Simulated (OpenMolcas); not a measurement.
Ni2+ (d8) among equal point charges was computed by CASSCF with the d shell active (OpenMolcas, ANO-RCC-VDZP on the metal). Its lowest spin-free states, and all those of the highest spin:

| 2S+1 | Degeneracy | E (cm-1) |
| --- | --- | --- |
| 3 | 1 | 0.0 |
| 3 | 3 | 3011 |
| 3 | 3 | 5382 |
| 1 | 2 | 17958 |
| 1 | 3 | 20001 |
| 3 | 3 | 23064 |
| 1 | 1 | 27406 |
| 1 | 3 | 28032 |
| 1 | 2 | 29117 |
| 1 | 3 | 29743 |
| 1 | 1 | 65232 |

Is the site octahedral, tetrahedral or cube-like, axial, or of lower symmetry?

The states with 2S+1 = 3 have orbital degeneracies 1, 3, 3, 3. Threefold states need a cubic site. For d8 at this spin an octahedron puts the single A2 below the threefold T2 and a tetrahedron or cube puts the threefold T1 below the threefold T2, so the site is octahedral. The first gap at this spin, 3010 cm-1, is |10Dq| in ligand-field theory. The run had Ni2+ among 6 point charges of -2.2 e arranged as an octahedron (Oh), 2.24 Å from the ion.

Without dynamic correlation the repulsion within the d shell is too large (B by tens of per cent), so at a given field states of lower spin stand too high. This is an electrostatic model: the charges have no orbitals. No measured value stands beside these numbers.
